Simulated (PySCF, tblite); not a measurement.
Isomers of C4H10OSi3, one GFN2-xTB conformer each. Single-point energies are computed at PBE0/pcSseg-1 (PySCF, gas phase, no added dispersion term), electronic only.

Task: Rank them by PBE0/pcSseg-1 energy, lowest first (kcal/mol).
A. `[O:1]=[C:2]([SiH3:3])[Si@H:4]1[CH:5]=[CH:6][CH2:7][SiH2:8]1` with O1–C2–Si4–C5 -96°
B. `[SiH3:1][SiH:2]([SiH3:3])[c:4]1[cH:5][cH:6][cH:7][o:8]1` with Si1–Si2–C4–C5 -116°
C. `[CH3:1][Si@@H:2]1[CH:3]=[C:4]([CH:5]=[O:6])[Si@@H:7]1[SiH3:8]` with C3–C4–C5–O6 -157°

Result: B (0.0), C (3.5), A (11.7).

As drawn, the lowest has an aromatic ring, which the highest lacks; the highest has a C=O bond and a C=C bond outside aromatic rings, which the lowest lacks. GFN2-xTB itself gives, in the same order: 0.0, 42.8, 34.4. Both levels put the same isomer lowest; measured from each level's own lowest isomer, the values differ by up to 39.3 kcal/mol (C[Si@@H]1C=C(C=O)[Si@@H]1[SiH3]: 42.8 against 3.5).

Task: Which frontier levels, dipoles and rotational constants go with these structures?

Result: 
```
                         SMILES  HOMO (eV, PBE0/pcSseg-1)  LUMO (eV)  dipole (D)       A, B, C (MHz)
     [SiH3][SiH]([SiH3])c1ccco1                     -6.64      -0.41        1.11  1509, 791.5, 617.5
C[Si@@H]1C=C(C=O)[Si@@H]1[SiH3]                     -7.37      -2.10        3.16  1394, 926.6, 641.7
  O=C([SiH3])[Si@H]1C=CC[SiH2]1                     -6.21      -1.67        1.92  2324, 679.3, 600.3
```

Task: What happens when harmonic zero-point energies from GFN2-xTB frequencies are added?

Result: 
```json
{"SMILES": "[SiH3][SiH]([SiH3])c1ccco1", "ZPE (kcal/mol)": "71.8", "electronic (kcal/mol)": "0.0", "with ZPE (kcal/mol)": "0.0"}
{"SMILES": "C[Si@@H]1C=C(C=O)[Si@@H]1[SiH3]", "ZPE (kcal/mol)": "73.0", "electronic (kcal/mol)": "3.5", "with ZPE (kcal/mol)": "4.7"}
{"SMILES": "O=C([SiH3])[Si@H]1C=CC[SiH2]1", "ZPE (kcal/mol)": "72.6", "electronic (kcal/mol)": "11.7", "with ZPE (kcal/mol)": "12.5"}
```

The zero-point energies span 1.2 kcal/mol. The order is unchanged.
